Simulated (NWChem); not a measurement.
**Basis-set convergence for IIn**

```xyz
2

In     0.0000     0.0000    -1.4610
I      0.0000     0.0000     1.3507
```
Charge 0, spin multiplicity 1.

The numbers come from NWChem runs, not from measurements. Structure: optimised with PBE/def2-SVP with def2 effective core potentials on In, I, a minimum by its harmonic frequencies.

Quantity: first vertical ionisation energy at the level G0W0@PBE.

Effective core potentials replace the inner electrons of In, I; spin-orbit coupling is left out. GW and range-separated runs recompute their integrals, the others keep them in memory, which bears on the times. The structure started from a generated list of species.

Relative cost: rough, from shared machines, SCF included, def2-SVP = 1.

**Question.** In def2-QZVP the value is 8.56 eV. Among def2-SVP, def2-SVPD, def2-TZVP, def2-TZVPP, def2-TZVPD, which is the smallest basis within 0.1 eV of it?

**Answer.** No smaller set comes that close. def2-QZVP isn't the basis-set limit itself, and a small set can land close by cancellation.

| basis | functions | first vertical ionisation energy (eV) | relative cost |
|---|---|---|---|
| def2-SVP | 52 | 7.97 | 1 |
| def2-SVPD | 67 | 8.04 | under 3 |
| def2-TZVP | 100 | 8.34 | 5 |
| def2-TZVPP | 100 | 8.34 | 5 |
| def2-TZVPD | 115 | 8.33 | 5 |
| def2-QZVP | 164 | 8.56 | 20 |
